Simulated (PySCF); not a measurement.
FH₈NOSi₃, SMILES F[SiH](N[SiH3])O[SiH3]. Geometry: PBE-D3(BJ)/def2-SVP. One conformer was computed; it need not be the lowest.

Computed equilibrium geometry at PBE-D3(BJ)/def2-SVP (PySCF confirms it by a frequency run) as Cartesian coordinates in Å (one conformer of several):
```xyz
14

Si     0.1443    -0.9740     0.5331
F      0.0579    -0.1165     1.9261
N     -1.2047    -0.3828    -0.3736
Si    -2.3539     0.8508     0.1573
O      1.5887    -0.6712    -0.2293
Si     2.0613     0.5501    -1.2950
H      0.1255    -2.4247     0.8629
H     -1.3811    -0.7884    -1.2973
H     -3.3410     1.0129    -0.9651
H     -1.6813     2.1696     0.4170
H     -3.0868     0.4414     1.4044
H      1.6290     1.9001    -0.7939
H      3.5557     0.4981    -1.3970
H      1.4582     0.3116    -2.6527
```
